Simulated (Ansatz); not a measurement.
Two members of one family (Tin-oxo cages), computed with Ansatz in the gas phase; def2 core potentials for Sn, no spin–orbit coupling. A dash marks a value that wasn't run or was left out as unsound. The structures are stationary points that may keep the symmetry of their start.

First: [(RSn)12O14(OH)6]2+, R = H (singlet, charge 2, r2SCAN-D4/def2-SVP geometry).

Cartesian coordinates in Å:
```
Sn -3.368 0.069 0.818
Sn -2.253 1.979 -1.740
Sn -1.462 2.790 1.447
Sn 0.357 0.486 -3.183
Sn 1.665 1.828 2.092
Sn -1.489 -2.677 1.051
Sn -0.356 -0.486 3.182
Sn -1.665 -1.828 -2.092
Sn 1.489 2.677 -1.051
Sn 3.368 -0.069 -0.818
Sn 2.253 -1.979 1.740
Sn 1.462 -2.790 -1.447
O -1.708 1.166 0.127
O -2.068 -0.967 2.145
O -2.678 -1.593 -0.316
O -1.660 0.152 -2.652
O -0.189 2.255 -2.167
O -0.327 1.521 2.720
O 0.534 2.996 0.745
O 0.327 -1.521 -2.720
O 2.068 0.967 -2.145
O 1.660 -0.152 2.652
O 2.678 1.593 0.315
O 0.189 -2.255 2.167
O -0.535 -2.996 -0.744
O 1.708 -1.166 -0.127
O -4.013 1.043 -0.970
O -3.264 1.812 2.050
O -2.207 3.623 -0.375
O 4.013 -1.043 0.971
O 3.264 -1.812 -2.050
O 2.207 -3.623 0.375
H -4.897 1.029 -1.367
H -3.875 2.077 2.754
H -2.431 4.548 -0.555
H 4.897 -1.028 1.367
H 3.874 -2.076 -2.755
H 2.431 -4.548 0.555
H -4.881 -0.508 1.340
H -2.962 2.780 -3.061
H -1.602 4.176 2.422
H 0.554 0.732 -4.845
H 2.546 2.776 3.183
H -2.256 -4.083 1.599
H -0.554 -0.732 4.845
H -2.546 -2.776 -3.183
H 2.256 4.083 -1.599
H 4.881 0.507 -1.340
H 2.962 -2.781 3.061
H 1.603 -4.176 -2.421
```

```
             level  HOMO (eV)  LUMO (eV)  gap (eV)  vertical EA (eV)
   PBE-D4/def2-SVP     -12.16      -8.12      4.04              6.70
r2SCAN-D4/def2-SVP     -12.51      -7.95      4.56                 –
  PBE0-D4/def2-SVP     -13.52      -7.28      6.23              6.29
```

Second: [(RSn)12O14(OH)6]2+, R = F (singlet, charge 2, r2SCAN-D4/def2-SVP geometry).

Cartesian coordinates in Å:
```
Sn 2.4774 2.0452 -1.1311
Sn 2.0111 1.7280 2.1384
Sn -0.1985 3.3858 0.2999
Sn 0.8557 -1.2933 2.8121
Sn -2.8377 1.4806 -0.2619
Sn 1.6374 -0.7634 -2.6559
Sn -0.8557 1.2933 -2.8121
Sn 2.8377 -1.4806 0.2619
Sn -1.6375 0.7634 2.6559
Sn -2.4775 -2.0452 1.1310
Sn -2.0111 -1.7280 -2.1384
Sn 0.1984 -3.3858 -0.2999
O 0.9849 1.6429 0.2994
O 1.1812 1.2877 -2.6072
O 2.9156 -0.0150 -1.1647
O 2.4772 -0.3128 1.9033
O 0.3758 0.7404 3.0266
O -1.3299 2.5465 -1.2649
O -1.6963 2.2978 1.3019
O 1.3299 -2.5465 1.2648
O -1.1812 -1.2877 2.6072
O -2.4769 0.3120 -1.9039
O -2.9156 0.0150 1.1647
O -0.3758 -0.7404 -3.0266
O 1.6963 -2.2978 -1.3019
O -0.9849 -1.6429 -0.2994
O 3.4611 2.2517 0.7128
O 1.3666 3.8251 -1.0301
O 0.9247 3.5242 2.0700
O -3.4611 -2.2517 -0.7128
O -1.3670 -3.8243 1.0307
O -0.9247 -3.5242 -2.0700
F 3.8909 2.7135 -2.2258
F 3.0453 2.1383 3.6889
F -0.9490 5.1406 0.3635
F 1.3461 -2.0797 4.4667
F -4.5251 2.3315 -0.4190
F 2.5897 -1.2362 -4.2255
F -1.3461 2.0797 -4.4667
F 4.5250 -2.3315 0.4190
F -2.5897 1.2362 4.2255
F -3.8910 -2.7135 2.2257
F -3.0453 -2.1383 -3.6889
F 0.9489 -5.1406 -0.3635
H 4.3730 2.5587 0.8731
H 1.5573 4.6729 -1.4704
H 0.9615 4.2685 2.6975
H -4.3730 -2.5587 -0.8731
H -1.5565 -4.6729 1.4709
H -0.9615 -4.2685 -2.6975
```

Q: Estimate the same table for the second.

A: 
```
             level  HOMO (eV)  LUMO (eV)  gap (eV)  vertical EA (eV)
   PBE-D4/def2-SVP     -14.39     -11.40      2.99              9.90
r2SCAN-D4/def2-SVP     -14.99     -11.39      3.60                 –
  PBE0-D4/def2-SVP     -16.37     -10.79      5.58              9.73
```
